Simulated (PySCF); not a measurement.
Ge(F)(Br)(OH)2 (BrFGeH₂O₂), SMILES [OH][Ge]([OH])([F])[Br].

Geometry: B3LYP-D3(BJ)/def2-SVP. The structure was generated by enumeration, and PubChem lists no compound with its InChIKey, so it may never have been made. Other conformers were not sampled.

Two levels are set side by side: TDA-PBE/def2-SVPD (PySCF) and TDA-LC-ωPBE/def2-SVPD (PySCF). Vertical, same geometry. The lowest singlet is HOMO→LUMO 98 % with PBE and HOMO→LUMO 75 % with the other functional; states are paired by order. Differences are taken from unrounded values.

```csv
quantity,TDA-LC-ωPBE
lowest singlet excitation (eV),6.61
lowest triplet excitation (TDA) (eV),5.97
first bright state (f over 0.05) (eV),8.12
its oscillator strength,0.14
```

Question: What does TDA-PBE give, and how far is it from TDA-LC-ωPBE? (Estimate from the structure and the level; the computed values follow.)

Answer: 
```json
[
 {"quantity": "lowest singlet excitation (eV)", "TDA-PBE": "5.36", "TDA-PBE minus TDA-LC-ωPBE": "-1.25"},
 {"quantity": "lowest triplet excitation (TDA) (eV)", "TDA-PBE": "4.96", "TDA-PBE minus TDA-LC-ωPBE": "-1.01"},
 {"quantity": "first bright state (f over 0.05) (eV)", "TDA-PBE": "6.22", "TDA-PBE minus TDA-LC-ωPBE": "-1.90"},
 {"quantity": "its oscillator strength", "TDA-PBE": "0.05", "TDA-PBE minus TDA-LC-ωPBE": "-0.09"}
]
```

A lower first singlet is the usual sign of a functional without exact exchange. Differences between two approximate levels are no errors against the true value.

Rough cost on one machine, each run with all the roots and properties that it gave: TDA-LC-ωPBE against TDA-PBE about 4 times.
